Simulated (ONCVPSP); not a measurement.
# nickel: variants of one ONCV potential

Base potential:

```
Element                 : Ni (Z = 28)
Generator               : ONCVPSP 4.0.1
Type                    : optimised norm-conserving Vanderbilt (ONCV)
Functional              : PBE
Relativity              : scalar-relativistic
Frozen core             : [Ne]
Valence charge          : 18
Reference configuration : 3s2 3p6 3d8 4s2
Partial waves           : 3s+4s: rc 1.05 bohr, ncon 3, nbas 8, qcut 9.6 1/bohr, 2 projectors; 3p: rc 0.70 bohr, ncon 5, nbas 8, qcut 12.4 1/bohr, 2 projectors, debl 1.6 Ha; 3d: rc 1.65 bohr, ncon 3, nbas 7, qcut 7.7 1/bohr, 2 projectors, debl 4 Ha
Local potential         : polynomial inside 0.65 bohr (lpopt 1, dvloc0 3 Ha)
Core correction         : Teter function, fcfact 4.75, rcfact 1.25
```

In the p channel the program set the typed energies aside and used -2.623, 0.250 Ha.

Cutoffs, loose and tight: the cutoffs (Ha) at which the residual kinetic energy of the hardest occupied pseudo-wave falls to 1 and 0.1 mHa per electron. They do not see the model core or the augmentation charge, which bear on the density cutoff. Test errors are all-electron minus pseudo excitation energies from the reference, over the configurations 3s2 3p6 3d8 4s1; 3s2 3p6 3d8 4s0; 3s2 3p6 3d7 4s0; 3s1 3p6 3d8 4s2. A dash means not determined; rows that change the core or the reference have their own tests.

```tsv
change	outcome	cutoff, loose	cutoff, tight	bound ghosts	GHOST(+) flags above zero	largest test error (meV)
base	generated, projector energies reset by the program	82 Ha	244 Ha	none	none	-789
d: qcut 4.7	generated, projector energies reset by the program	–	–	none	none	-1339
d: qcut 5.5	generated, projector energies reset by the program	–	–	none	none	-1184
d: qcut 6.8	generated, projector energies reset by the program	82 Ha	244 Ha	none	none	-928
d: qcut 7.6	generated, projector energies reset by the program	82 Ha	244 Ha	none	none	-800
d: qcut 8.5	generated, projector energies reset by the program	82 Ha	244 Ha	none	none	-686
d: qcut 9.4	generated, projector energies reset by the program	82 Ha	244 Ha	none	none	-590
d: qcut 10.7	generated, projector energies reset by the program	82 Ha	244 Ha	none	none	-473
d: qcut 11.6	generated, projector energies reset by the program	82 Ha	244 Ha	none	none	-424
```

Reading the sweep of the qcut of the d channel (base included, trends over the rows without a ghost): The loose cutoff stays near 82 Ha. The median size of the test errors (rows with all tests solved) falls from 111.9 meV at 4.7 to 16.0 meV at 11.6 1/bohr.
